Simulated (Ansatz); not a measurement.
Basis-set series for CH6AlNSi. Charge 0, multiplicity 1. The structure was optimised at the PBE0-D4/def2-TZVP level.

Z-matrix (Å, degrees):
```
C
Al 1 1.958
N 1 1.486 2 72.5
H 1 1.090 2 126.6 3 -108.0
H 1 1.091 2 115.4 3 105.1
Si 2 2.348 1 78.7 3 37.3
H 2 1.583 1 130.6 3 -109.6
H 3 1.011 1 117.4 2 142.9
H 6 1.495 2 129.4 1 61.0
H 6 1.490 2 123.2 1 -123.4
```

```csv
functional,basis,functions,energy (Eh),HOMO (eV),LUMO (eV)
PBE0-D4,def2-SVP,94,-627.77886,-6.54,-0.63
PBE0-D4,def2-QZVPP,434,-628.09661,-6.56,-0.82
ωB97M-V,def2-SVP,94,-628.03081,-8.54,1.06
ωB97M-V,def2-QZVPP,434,-628.35217,-8.59,0.54
```

**Question.** Give the rows for def2-TZVPP. (An estimate is asked.)

**Answer.** Computed: 
```csv
functional,basis,functions,energy (Eh),HOMO (eV),LUMO (eV)
PBE0-D4,def2-TZVPP,230,-628.07398,-6.55,-0.75
ωB97M-V,def2-TZVPP,230,-628.33062,-8.57,0.82
```

Positive LUMOs are unbound and depend on the basis.
